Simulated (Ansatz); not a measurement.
`CO[Si](N)(F)Cl` + `[F][SnH]([SH])[Cl]` → `C[S][SnH]([F])[Cl]` + `N[Si](O)(F)Cl`  (substitution at a C–O bond)

Computed with Ansatz on PBE0-D4/def2-TZVP structures; ΔE is electronic, products minus reactants. CCSD(T)/CBS adds triple-zeta CCSD(T) − MP2 to the extrapolated MP2 energy (def2 sets, frozen cores). DFT in def2-TZVPP. B3LYP here is the variant with VWN-RPA as its local correlation; programs differ in this. def2 core potentials past Kr. For Sn outer-core shells are correlated without core-valence functions, which leaves a few kJ/mol of doubt a bond. One conformer a species, not always the lowest.

Problem. Is it downhill or uphill in electronic energy at CCSD(T)/CBS, and by how much? (Estimate.)

Solution. Computed: Downhill: ΔE = -46.5 kJ/mol.

Problem. What do these levels give: PBE-D4, BLYP-D4, B97M-V, PBE0-D4, B3LYP-D4, r2SCAN0-D4, PBE-QIDH, r2SCAN, r2SCANh, BHLYP, CCSD(T)/def2-SVP, HF/CBS(def2)? (Estimate.)

Solution. The calculation gave: PBE-D4 -45.6, BLYP-D4 -39.8, B97M-V -40.4, PBE0-D4 -44.4, B3LYP-D4 -38.8, r2SCAN0-D4 -43.4, PBE-QIDH -45.0, r2SCAN -43.6, r2SCANh -43.4, BHLYP -34.1, CCSD(T)/def2-SVP -22.4, HF/CBS(def2) -27.2 kJ/mol.

Largest T1 diagnostic among the species: 0.013.

In def2-TZVPP, CCSD(T) changes the Hartree–Fock value by −13.5 kJ/mol (the triples alone add −2.5 kJ/mol) and MP2 by −20.7 kJ/mol. Leaving LDA and LC-ωPBE aside and taking each functional with its dispersion term where it has one, the values, not all of them listed here, spread over 11.9 kJ/mol, from revPBE-D4 to CAM-B3LYP-D4.
